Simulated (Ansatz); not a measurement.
`[F][Hf]([F])([F])[I]` + `CCNC` → `CC[N](C)[Hf]([F])([F])[F]` + HI at 600 K and 1 bar (ligand exchange at the Hf–I bond).

Calculated with Ansatz (gas phase, PBE0-D4/def2-TZVP geometries, no zero-point term in ΔE). CBS: MP2 limit from def2 TZ/QZ plus the TZ coupled-cluster correction, frozen cores. Elements past krypton have def2 core potentials. For Hf, I outer-core shells are correlated without core-valence functions, which leaves a few kJ/mol of doubt a bond. Each species was taken in one conformer, which may not be the lowest.

```
                    species  CCSD(T)/CBS energy (Eh)  H − E (kJ/mol)  S (J/(mol·K))
     `[F][Hf]([F])([F])[I]`               -645.03670            68.2          440.4
                     `CCNC`               -174.26710           371.8          385.5
`CC[N](C)[Hf]([F])([F])[F]`               -521.23827           399.0          610.8
                         HI               -298.03592            31.6          227.0
```

H − E and S are ideal-gas, rigid-rotor, harmonic terms from PBE0-D4/def2-TZVP, for one conformer and one mirror image of each species. 1 Eh = 2625.50 kJ/mol, R = 8.31446 J/(mol·K).

Question: By hand: ΔE, ΔH, ΔS and ΔG.

Answer: ΔE = (-521.23827) + (-298.03592) − (-645.03670) − (-174.26710) = 0.02961 Eh = 77.7 kJ/mol. Δ(H − E) = 399.0 + 31.6 − 68.2 − 371.8 = -9.4, so ΔH = 68.3 kJ/mol. ΔS = 610.8 + 227.0 − 440.4 − 385.5 = 11.9 J/(mol·K). ΔG = 68.3 − 600 × (11.9)/1000 = 61.2 kJ/mol.

Question: By hand: the equilibrium constant, and the temperature at which ΔG would vanish if ΔH and ΔS stayed fixed.

Answer: log₁₀ K = −ΔG/(RT ln 10) = -5.3. ΔG = 0 at ΔH/ΔS = 5739 K, far beyond where these terms or the molecules hold.

The number of gas molecules stays the same, so ΔS is small and ΔH decides. A doubt of 5 kJ/mol in ΔE shifts log₁₀ K by 0.4 here. Other conformers and mirror images would add mixing entropy, several J/(mol·K) or more a flexible species. Modes under 60 cm⁻¹, often nearly free rotors, make the harmonic entropy too high. These are equilibria of isolated gas molecules and say nothing of rates. Largest T1 diagnostic: 0.015 (customary marks: 0.02 for closed shells, 0.045 for open ones).
